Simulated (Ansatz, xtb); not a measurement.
## Two structures of GaH6PSi2

We compare a, `[SiH2]1P[SiH2][GaH]1`, a singlet, with b, a singlet given by its coordinates. Both are isolated molecules in the gas phase, relaxed with PBE0-D3(BJ)/def2-SVP.

a (Å):

```yaml
atoms:
  - { symbol: Ga, position_ang: [2.2577, -0.4339, -0.1200] }
  - { symbol: P, position_ang: [-0.4350, -2.0508, -1.0836] }
  - { symbol: Si, position_ang: [0.0859, 0.1807, -1.0109] }
  - { symbol: Si, position_ang: [0.9858, -2.3336, 0.6933] }
  - { symbol: H, position_ang: [-0.1678, 0.8799, -2.3092] }
  - { symbol: H, position_ang: [-0.7007, 0.8862, 0.0558] }
  - { symbol: H, position_ang: [-1.6829, -2.0281, -0.3912] }
  - { symbol: H, position_ang: [0.3183, -1.9606, 1.9855] }
  - { symbol: H, position_ang: [1.4851, -3.7383, 0.8212] }
  - { symbol: H, position_ang: [3.7459, 0.0533, -0.1869] }
```

b (Å):

```tsv
atom	x (Å)	y (Å)	z (Å)
Ga	-0.1976	-1.0115	0.0980
P	-1.2841	0.3670	-1.6709
Si	0.8359	0.9298	-1.4347
Si	-1.6325	0.7542	0.5549
H	1.3520	0.1048	-0.1703
H	1.1886	2.3044	-0.9690
H	1.7200	0.4934	-2.5509
H	-3.0386	0.4395	0.9354
H	-1.1773	2.0465	1.1523
H	0.4574	-2.4049	-0.0629
```

Close contacts (Å): Ga1–P2 2.49, Ga1–Si3 2.68, Ga1–Si4 2.32, P2–Si3 2.21, P2–Si4 2.29, Ga1–H5 1.93, Ga1–H10 1.55, Si3–H5 1.60, Si3–H6 1.49, Si3–H7 1.49, Si4–H8 1.49, Si4–H9 1.49.

Problem. Estimate E(b) − E(a) at the level CCSD(T)/def2-SVP + ΔMP2/def2-TZVPP.

Solution. Not settled: CCSD(T)/def2-SVP + ΔMP2/def2-TZVPP gives E(b) − E(a) = −1.29 kcal/mol, but this leans on the basis-set step: CCSD(T) alone gives +2.75 kcal/mol.

Level by level:

```csv
level,geometry,E(b) − E(a) (kcal/mol),departure from the last row (kcal/mol),"job, with rough time for the two"
PBE0-D3(BJ)/def2-SVP,PBE0-D3(BJ)/def2-SVP,+2.23,+3.51,"optimisation, 67 s"
HF/def2-SVP,PBE0-D3(BJ)/def2-SVP,+10.06,+11.35,part of the CCSD(T) run
MP2/def2-SVP,PBE0-D3(BJ)/def2-SVP,+0.54,+1.83,part of the CCSD(T) run
CCSD(T)/def2-SVP,PBE0-D3(BJ)/def2-SVP,+2.75,+4.04,single point
CCSD(T)/def2-SVP + ΔMP2/def2-TZVPP,PBE0-D3(BJ)/def2-SVP,−1.29,,"single point, 44 s"
```

PBE0-D3(BJ)/def2-SVP, HF/def2-SVP, MP2/def2-SVP, CCSD(T)/def2-SVP put the two in the other order. The largest departure from CCSD(T)/def2-SVP + ΔMP2/def2-TZVPP is that of HF/def2-SVP, 11.35 kcal/mol. Levels run at GFN2-xTB geometries aren't shown. The last row adds to CCSD(T) the change of the MP2 difference between the two basis sets, here −4.04 kcal/mol, a large step that makes the value less sure.

With harmonic frequencies from PBE0-D3(BJ)/def2-SVP (ideal gas, rigid rotor, one conformer each, 200 K, 1 atm): on the last row, ΔE + ΔZPE = −0.89, ΔH = −1.00, ΔG = −0.68 kcal/mol.

The correlated steps freeze 24 core orbitals; the filled d shell of Ga is correlated, in a basis made for valence electrons. Mirror images aren't counted in ΔG. Run with Ansatz 0.2.0; the last row on 2 threads of Arm Neoverse V2 on a shared host.
